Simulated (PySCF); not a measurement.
Species: C4H7ClNSi (doublet state).
Geometry (GFN2-xTB, Å), atoms numbered from 1 in this order:
```
atom  x, y, z in Å
C1    -0.675   -0.004   -1.399
C2    -0.151    0.616   -0.106
C3    -1.212    1.205    0.694
Cl4   -0.863    2.423    1.831
Si5    0.736   -0.733    1.001
C6     2.110   -1.430   -0.043
N7     2.932   -1.829   -0.737
H8    -1.107    0.764   -2.038
H9    -1.443   -0.745   -1.189
H10    0.133   -0.490   -1.942
H11    0.605    1.371   -0.339
H12   -2.183    0.752    0.782
H13    1.320   -0.087    2.172
H14   -0.204   -1.814    1.290
```

The hyperfine couplings belong to this conformer and change with its torsions.

Identity: `C[C@@H]([CH]Cl)[SiH2]C#N` [radical].

Method: UKS B3LYP, pcH-1 on C Cl H N Si, non-relativistic, mean-field spin-orbit, GIAO (PySCF). Isolated species at its GFN2-xTB geometry (one conformer only). A GFN2-xTB geometry isn't a minimum of the functional, and hyperfine couplings can be far from their values at a DFT geometry. Stability of the SCF solution: not tested.

Q: What is the g tensor, term by term?

A: 
```
                    Δg (ppt)      1      2      3
relativistic mass correction  -0.18  -0.18  -0.18
            gauge correction   0.00   0.02   0.03
   orbital Zeeman/spin–orbit  -0.55   4.94   6.70
                       total  -0.73   4.78   6.55
```

So g = 2.00159, 2.00710, 2.00887 and g_iso = 2.00585; the tensor is rhombic: the two nearest values differ by 24 % of g3 − g1. Axes: g2 points within 7° of the C3–Cl4 bond.

Q: What are the electron Larmor frequencies g μB B/h along the three axes at 350 mT?

A: 9.8052, 9.8322, 9.8408 GHz for g1, g2 and g3, a range of 35.7 MHz.

Q: What effective moment and Curie constant follow for a powder?

A: With the mean of g² = 4.0235 and S(S+1) = 0.75: μ_eff = √(⟨g²⟩S(S+1)) = 1.737 μB and χT = 0.12505·⟨g²⟩·S(S+1) = 0.377 cm³ K/mol (cgs; spin-Hamiltonian part alone).

Q: In a frozen sample, at which fields do the three g values resonate at 9.5, 34, 94 and 263 GHz (hyperfine left aside), and which band first spreads them over more than twice a line width of 0.5 mT?

A: 
```
band    GHz  B(g3) mT  B(g2) mT  B(g1) mT  spread mT
   X    9.5    337.88    338.18    339.11       1.23
   Q   34.0   1209.25   1210.31   1213.65       4.40
   W   94.0   3343.22   3346.16   3355.38      12.16
   J  263.0   9353.90   9362.14   9387.91      34.01
```

The spread grows in proportion to the frequency. X band is the first where it exceeds 1.0 mT.

Largest spin populations (Mulliken): C3 (+0.88), Si5 (+0.09), Cl4 (+0.08) and C2 (-0.07). C3 is the only atom above +0.15. The positive populations add up to 1.11 and the negative ones to -0.11, together 2S = 1. The angles at C3 add up to 358.4°, so it is nearly planar; its axial dipolar tensor and the negative coupling of its proton fit spin in a p orbital normal to that plane.

The HOMO–LUMO gaps are 4.88 eV among the α and 6.31 eV among the β orbitals.
